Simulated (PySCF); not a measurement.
O₂Zr, charge +1, doublet, at a GFN2-xTB geometry (such geometries of metal compounds can be far from the true shape) (the multiplicity is a formal guess) (core potentials on Zr), with bond 2-1 at 1.6 times its length; HF/def2-SVP (PySCF).

The PySCF input:
```python
from pyscf import gto, scf

mol = gto.M(
    atom='''
Zr   -0.15826003   -0.17493685   -0.22637589
O     2.44035299    1.12022016   -0.39960218
O    -0.67457295    0.24014796    1.46652175
''',
    basis='def2-svp',
    ecp={'Zr': 'def2-svp'},
    charge=1,
    spin=1,
    verbose=4,
)

mf = scf.UHF(mol)
mf.diis_space = 12
mf.kernel()
```

Problem. What does PySCF print? Leave out banner, timings and long lists.

Solution. 
```
PySCF version 2.14.0

[INPUT] verbose = 4
[INPUT] num. atoms = 3
[INPUT] num. electrons = 27
[INPUT] charge = 1
[INPUT] spin (= nelec alpha-beta = 2S) = 1
[INPUT] symmetry False subgroup None
[INPUT] Mole.unit = angstrom
[INPUT] Symbol           X                Y                Z      unit          X                Y                Z       unit  Magmom
[INPUT]  1 Zr    -0.158260030000  -0.174936850000  -0.226375890000 AA   -0.299068113165  -0.330582735594  -0.427788433305 Bohr   0.0
[INPUT]  2 O      2.440352990000   1.120220160000  -0.399602180000 AA    4.611598798363   2.116909301616  -0.755138678979 Bohr   0.0
[INPUT]  3 O     -0.674572950000   0.240147960000   1.466521750000 AA   -1.274758126540   0.453813873773   2.771324463218 Bohr   0.0

nuclear repulsion = 54.4748109896196
number of shells = 23
number of NR pGTOs = 105
number of NR cGTOs = 59
basis = def2-svp
ecp = {'Zr': 'def2-svp'}

******** <class 'pyscf.scf.uhf.UHF'> ********
method = UHF
initial guess = minao
damping factor = 0
level_shift factor = 0
DIIS = <class 'pyscf.scf.diis.CDIIS'>
diis_start_cycle = 1
diis_space = 12
diis_damp = 0
SCF conv_tol = 1e-09
SCF conv_tol_grad = None
SCF max_cycles = 50
direct_scf = True
direct_scf_tol = 1e-13
number electrons alpha = 14  beta = 13
Set gradient conv threshold to 3.16228e-05
init E= -188.888346745233

cycle= 1 E= -195.422958371012  delta_E= -6.53  |g|= 0.747  |ddm|= 2.62
cycle= 2 E= -194.509966961728  delta_E= 0.913  |g|= 1.65  |ddm|= 1.62
cycle= 3 E= -195.691407538246  delta_E= -1.18  |g|= 0.0636  |ddm|=  1.1
cycle= 4 E= -195.696506295898  delta_E= -0.0051  |g|= 0.0352  |ddm|= 0.117
cycle= 5 E= -195.699816506758  delta_E= -0.00331  |g|= 0.0361  |ddm|= 0.0948
cycle= 6 E= -195.701610832045  delta_E= -0.00179  |g|= 0.0366  |ddm|= 0.0445
cycle= 7 E= -195.696831782655  delta_E= 0.00478  |g|= 0.0266  |ddm|= 0.144
cycle= 8 E= -195.693256699553  delta_E= 0.00358  |g|= 0.0238  |ddm|= 0.258
cycle= 9 E= -195.693692426482  delta_E= -0.000436  |g|= 0.0118  |ddm|= 0.026
cycle= 10 E= -195.694098908146  delta_E= -0.000406  |g|= 0.00462  |ddm|= 0.0411
cycle= 11 E= -195.694182044199  delta_E= -8.31e-05  |g|= 0.00231  |ddm|= 0.0259
cycle= 12 E= -195.694201512741  delta_E= -1.95e-05  |g|= 0.00145  |ddm|= 0.00961
cycle= 13 E= -195.694213145325  delta_E= -1.16e-05  |g|= 0.00119  |ddm|= 0.00589
cycle= 14 E= -195.694225054808  delta_E= -1.19e-05  |g|= 0.00114  |ddm|= 0.00694
cycle= 15 E= -195.694235493561  delta_E= -1.04e-05  |g|= 0.001  |ddm|= 0.0064
cycle= 16 E= -195.69424441105  delta_E= -8.92e-06  |g|= 0.000963  |ddm|= 0.00575
cycle= 17 E= -195.694244083668  delta_E= 3.27e-07  |g|= 0.00096  |ddm|= 0.000213
cycle= 18 E= -195.694235775825  delta_E= 8.31e-06  |g|= 0.00089  |ddm|= 0.00617
cycle= 19 E= -195.69421807273  delta_E= 1.77e-05  |g|= 0.000646  |ddm|= 0.019
cycle= 20 E= -195.6942134142  delta_E= 4.66e-06  |g|= 0.000348  |ddm|= 0.0125
cycle= 21 E= -195.694212402993  delta_E= 1.01e-06  |g|= 0.00014  |ddm|= 0.00857
cycle= 22 E= -195.694212408142  delta_E= -5.15e-09  |g|= 6.09e-05  |ddm|= 0.00202
cycle= 23 E= -195.694212417412  delta_E= -9.27e-09  |g|= 2.84e-05  |ddm|= 0.000465
cycle= 24 E= -195.694212419694  delta_E= -2.28e-09  |g|= 1.51e-05  |ddm|= 0.00013
cycle= 25 E= -195.694212420566  delta_E= -8.72e-10  |g|= 9.38e-06  |ddm|= 7.46e-05
Extra cycle  E= -195.694212420768  delta_E= -2.02e-10  |g|= 7.8e-06  |ddm|= 1.79e-05
converged SCF energy = -195.694212420768  <S^2> = 0.77276877  2S+1 = 2.0226406
```
